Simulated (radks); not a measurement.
Task: Isoelectronic series with 10 electrons, all held in the configuration [Ne], which need not be the ground one along the series. All-electron calculation, scalar-relativistic Kohn-Sham, PBEsol, spin-unpolarised, spherical densities, point nucleus. Program: a radial shooting solver on a logarithmic mesh with Libxc functionals. Total energies (hartree) and orbital eigenvalues (hartree):

ion    E (hartree)         2p         2s         1s
Ne      -128.67183   -0.48769   -1.33034  -30.44001
Al3+    -240.24592   -3.82083   -5.22842  -56.71729
S6+     -388.28184   -9.47681  -11.47691  -92.18530
Ti12+   -794.36251  -27.63035  -30.91267  -190.7404
Mn15+  -1052.92771  -40.12889  -44.12571  -253.9613
Ni18+  -1348.95502  -54.91923  -59.70194  -326.6020
Ga21+  -1682.84942  -72.01325  -77.67416  -408.7783
Se24+  -2055.07427  -91.42518  -98.08105  -500.6238
Rb27+  -2466.15411  -113.1715  -120.9673  -602.2912
Zr30+  -2916.67822  -137.2706  -146.3837  -713.9531
Tc33+  -3407.30499  -163.7431  -174.3881  -835.8036
Pd36+  -3938.76701  -192.6115  -205.0454  -968.0603
In39+  -4511.87710  -223.9005  -238.4283  -1110.966
Te42+  -5127.53539  -257.6368  -274.6186  -1264.791
Cs45+   -5786.7376  -293.8493  -313.7075  -1429.838
Ce48+   -6490.5846  -332.5688  -355.7969  -1606.441

Estimate the row of K9+.

Result: E (hartree) -572.91106; 2p -17.41461; 2s -20.03614; 1s -136.8414.
